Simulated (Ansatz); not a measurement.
C₂H₆FIn (`C[CH2][InH][F]`) at its PBE0-D4/def2-TZVP geometry, where that method's forces vanish. The species carries charge 0 and has multiplicity 1. In: def2 effective core potential.

```json
{"atom": "C1", "x (Å)": "-1.1661", "y (Å)": "0.0940", "z (Å)": "-0.6220"}
{"atom": "C2", "x (Å)": "0.0167", "y (Å)": "-0.7760", "z (Å)": "-0.2199"}
{"atom": "In3", "x (Å)": "1.4513", "y (Å)": "0.2688", "z (Å)": "0.9827"}
{"atom": "F4", "x (Å)": "1.0892", "y (Å)": "2.2004", "z (Å)": "0.7888"}
{"atom": "H5", "x (Å)": "-0.8457", "y (Å)": "1.0072", "z (Å)": "-1.1262"}
{"atom": "H6", "x (Å)": "-1.8367", "y (Å)": "-0.4459", "z (Å)": "-1.2981"}
{"atom": "H7", "x (Å)": "-1.7555", "y (Å)": "0.4031", "z (Å)": "0.2439"}
{"atom": "H8", "x (Å)": "-0.3013", "y (Å)": "-1.6680", "z (Å)": "0.3258"}
{"atom": "H9", "x (Å)": "0.5609", "y (Å)": "-1.1354", "z (Å)": "-1.0989"}
{"atom": "H10", "x (Å)": "2.7872", "y (Å)": "0.0519", "z (Å)": "2.0239"}
```

**Question.** For each bond, give half the difference of the two atoms' forces along it (eV/Å; positive pushes the atoms apart) under PBE-D4, r2SCAN-D4, B3LYP-D4, ωB97M-V in def2-TZVPP. (Estimate.)

**Answer.** Ansatz gave: 
```
   bond  length (Å)  PBE-D4  r2SCAN-D4  B3LYP-D4  ωB97M-V
  C1–C2       1.522   -0.05       0.10      0.17     0.28
  C1–H5       1.091    0.11      -0.04     -0.07    -0.08
  C1–H6       1.095    0.12      -0.02     -0.07    -0.11
  C1–H7       1.092    0.10      -0.04     -0.07    -0.08
 C2–In3       2.144    0.03       0.05      0.17    -0.06
  C2–H8       1.093    0.11      -0.03     -0.12    -0.10
  C2–H9       1.095    0.11      -0.03     -0.12    -0.09
 In3–F4       1.975    0.43       0.07      0.26     0.03
In3–H10       1.708   -0.03      -0.07     -0.09    -0.09
```

B3LYP here is the variant with VWN-RPA as its local correlation; programs differ in this.
